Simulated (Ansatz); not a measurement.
A set of 12 reactions (bond dissociation), with CCSD(T)/CBS values in kJ/mol:

```
                                                    reaction     ΔE
                `O[SiH](Cl)[GeH3]` → `[GeH3]`• + `O[SiH]Cl`•  326.8
          `F[SiH](Cl)[S][GeH3]` → `[S][GeH3]`• + `F[SiH]Cl`•  411.1
                  `C[SiH](C)[SnH3]` → `C[SiH]C`• + `[SnH3]`•  306.3
                               `IC1C=C1` → `[CH]1C=C1`• + I•  290.5
                `O[SiH2]S[SiH3]` → `[SiH3][S]`• + `O[SiH2]`•  408.4
                `B[SiH2][SiH3]` → `[BH2]`• + `[SiH2][SiH3]`•  371.5
      `C#CO[CH2][AlH][CH3]` → `[CH2][AlH][CH3]`• + `C#C[O]`•  229.9
  `F[SiH](Cl)[NH][GeH2][Cl]` → F• + `Cl[SiH][NH][GeH2][Cl]`•  678.5
              `[CH3][In]([OH])[Cl]` → Cl• + `[CH3][In][OH]`•  403.8
                                  `FCCCF` → `[CH2]CCF`• + F•  493.3
`F[SiH](Cl)[NH][GeH2][Cl]` → `[NH][GeH2][Cl]`• + `F[SiH]Cl`•  516.8
                            `C[O][InH2]` → H• + `C[O][InH]`•  318.9
```

Calculated with Ansatz (gas phase, PBE0-D4/def2-TZVP geometries, no zero-point term in ΔE). CCSD(T)/CBS adds triple-zeta CCSD(T) − MP2 to the extrapolated MP2 energy (def2 sets, frozen cores). This one scheme is used for every species, atoms too. DFT in def2-TZVPP. B3LYP here is the variant with VWN-RPA as its local correlation; programs differ in this. No spin–orbit coupling; open shells (•) take unrestricted orbitals. Spin–orbit coupling would lower the free atoms: a little for Cl, F; strongly for I. def2 core potentials past Kr. For Ge, I, In, Sn outer-core shells are correlated without core-valence functions, so the limit isn't a true one: a few kJ/mol of doubt a bond, and 10 to 20 or more in all where bonds break to atoms. Scalar relativity is left out up to krypton. One conformer a species, not always the lowest.

Question: Give the mean, mean absolute and largest difference (level minus CCSD(T)/CBS, kJ/mol) for: PBE-D4, r2SCAN-D4, PBE0-D4, B3LYP-D4, B2PLYP, PBE, B3LYP, MP2/def2-TZVPP, SCS-MP2/def2-TZVPP, CCSD/def2-TZVPP, CCSD(T)/def2-TZVPP, HF/def2-QZVPP, SCS-MP2/def2-QZVPP, MP2/CBS(def2). (Estimate.)

Answer: The calculation gave: 
```csv
level,mean,mean absolute,largest
PBE-D4,-17.9,19.6,-41.2
r2SCAN-D4,-28.3,28.3,-48.5
PBE0-D4,-19.4,19.4,-35.3
B3LYP-D4,-26.7,26.7,-39.7
B2PLYP,-24.2,24.2,-34.2
PBE,-25.6,26.9,-55.2
B3LYP,-39.0,39.0,-57.9
MP2/def2-TZVPP,3.8,11.4,20.7
SCS-MP2/def2-TZVPP,-4.0,6.5,-12.7
CCSD/def2-TZVPP,-23.7,23.7,-33.4
CCSD(T)/def2-TZVPP,-14.3,14.3,-19.8
HF/def2-QZVPP,-128.5,128.5,-187.6
SCS-MP2/def2-QZVPP,4.8,6.5,17.5
MP2/CBS(def2),18.1,19.9,33.2
```

The largest T1 diagnostic in the set is 0.023, for `C#C[O]`• (customary mark 0.045).

CCSD(T)/CBS is a level of theory with its own doubt, and the functionals carry their triple-zeta basis error, so these figures describe this set and don't rank the functionals.
